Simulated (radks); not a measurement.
Problem. Radial electron density D(r) = 4 pi r^2 rho(r) of an atom or ion with 20 electrons. Calculated with a radial shooting solver on a logarithmic mesh with Libxc functionals: Dirac Kohn-Sham, relativistic LDA (MacDonald-Vosko exchange, VWN5 correlation), spin-unpolarised, spherical densities, finite nucleus; Fermi nuclear charge, rms radius of each element as measured or else 0.836 A^(1/3) + 0.57 fm.

| r (bohr) | D(r) (e/bohr) |
|---|---|
| 0.002165 | 4.114 |
| 0.002422 | 4.967 |
| 0.002688 | 5.903 |
| 0.003006 | 7.088 |
| 0.003362 | 8.483 |
| 0.003761 | 10.11 |
| 0.004207 | 12.01 |
| 0.004668 | 14.02 |
| 0.005221 | 16.49 |
| 0.005839 | 19.27 |
| 0.006531 | 22.38 |
| 0.007247 | 25.55 |
| 0.008106 | 29.24 |
| 0.009067 | 33.17 |
| 0.01014 | 37.25 |
| 0.01134 | 41.38 |
| 0.01259 | 45.12 |
| 0.01408 | 48.91 |
| 0.01575 | 52.25 |
| 0.01761 | 54.96 |
| 0.0197 | 56.85 |
| 0.02186 | 57.76 |
| 0.02445 | 57.79 |
| 0.02735 | 56.88 |
| 0.03059 | 55.25 |
| 0.03421 | 53.24 |
| 0.03796 | 51.46 |
| 0.04246 | 50.13 |
| 0.0475 | 49.94 |
| 0.05312 | 51.26 |
| 0.05942 | 54.17 |
| 0.06593 | 58.05 |
| 0.07375 | 62.78 |
| 0.08249 | 67.05 |
| 0.09226 | 69.60 |
| 0.1032 | 69.37 |
| 0.1145 | 66.16 |
| 0.1281 | 59.68 |
| 0.1433 | 51.14 |
| 0.1602 | 42.33 |
| 0.1792 | 35.21 |
| 0.1989 | 31.37 |
| 0.2224 | 30.58 |
| 0.2488 | 32.34 |
| 0.2783 | 34.74 |
| 0.3088 | 35.68 |
| 0.3454 | 33.94 |
| 0.3863 | 29.12 |
| 0.4321 | 22.26 |
| 0.4833 | 15.00 |
| 0.5363 | 9.195 |
| 0.5998 | 4.705 |
| 0.6709 | 2.048 |
| 0.7504 | 0.7465 |
| 0.8394 | 0.2238 |
| 0.9314 | 0.06033 |
| 1.042 | 0.01170 |
| 1.165 | 0.001747 |

What is the nuclear charge?

Solution. Z = 45. The innermost maximum, from 1s, lies near gamma/Z bohr with gamma = sqrt(1 - (Z/c)^2) = 0.945, here 0.021 bohr (found: 0.0231), and its height grows with Z. The density is that of the rhodium ion Rh25+ in [Ar] 3d2; the configuration itself is not fixed sharply by these data, and Z only to a few units. D(r) has 3 maxima, at r = 0.0231, 0.0968, 0.306 bohr, and minima at 0.0456, 0.215 bohr, inside which lie 2.04, 10.74 electrons.
